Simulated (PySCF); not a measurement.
CH₈NSi₂ (doublet state).
Cartesian coordinates in Å at the GFN2-xTB level; atoms count from 1:
```
atom  x, y, z in Å
C1    -0.9276   -1.3599    0.1779
Si2   -0.0802    0.2014   -0.5150
N3    -0.8404    1.5041    0.3360
Si4    2.1454    0.4520   -0.0993
H5    -0.4709   -2.2563   -0.2321
H6    -1.9884   -1.3958   -0.0580
H7    -0.8296   -1.4069    1.2590
H8    -0.3512    0.2107   -1.9740
H9    -1.8335    1.4588    0.4985
H10   -0.5781    2.4510    0.1183
H11    3.0850   -0.4276   -0.8011
H12    2.6706    0.5677    1.2636
```

The hyperfine couplings belong to this conformer and change with its torsions.

Identity: `[Si@H]([SiH2])(C)N` [radical].

Level of theory: UKS B3LYP, pcH-1 on C H N Si, non-relativistic, mean-field spin-orbit, GIAO (PySCF 2.14.0). The structure is a single GFN2-xTB conformer in the gas phase; no vibrational or solvent corrections. A GFN2-xTB geometry isn't a minimum of the functional, and hyperfine couplings can be far from their values at a DFT geometry, by a factor of two or more for some ions and for spin on atoms past the first row. No stability test was run, so a lower SCF solution isn't excluded.

Problem. Where do the isotropic ENDOR lines of N3, H11/H12, H8, H5/H6/H7 and H9/H10 fall at 3344.1 mT, to first order?

Solution. For S = 1/2 in fast tumbling each set of equivalent nuclei gives two lines, ν± = |νn ± a/2| to first order, with νn = g_N μN B/h and μN/h = 7.62259 MHz/T.

```csv
nuclei,isotope,g_N,νn (MHz),a_iso (MHz),lower line (MHz),upper line (MHz)
N3,14N,0.4038,10.29,-0.58,10.00,10.58
H11/H12,1H,5.5857,142.38,-12.31,136.23,148.54
H8,1H,5.5857,142.38,-5.54,139.61,145.16
H5/H6/H7,1H,5.5857,142.38,4.70,140.03,144.74
H9/H10,1H,5.5857,142.38,-1.22,141.78,142.99
```

Problem. Which pairs are centred on the nuclear Larmor frequency, and which on half the coupling?

Solution. Centred on νn, since |a| < 2νn: N3, H11/H12, H8, H5/H6/H7 and H9/H10. No pair has |a| > 2νn.

Class means assume fast exchange of nuclei equivalent by connectivity; if that motion is slow, each nucleus keeps its own coupling. The three 1H nuclei of mean +4.7 MHz run from -1.9 to 17.2 MHz in the frozen geometry. The 1H value of -12.3 MHz is a mean of couplings from -17.1 to -7.5 MHz in this one geometry, not an average over conformers.

The largest Mulliken spin population is on Si4 (+1.01). The angles at Si4 add up to 345.4°, so it is pyramidal.

Time: 32 s wall (with the writing of density and orbital grids); peak memory 0.74 GiB. Hardware: one thread of an Arm Neoverse V1, shared host with 32 logical CPUs at a one-minute load of 25.
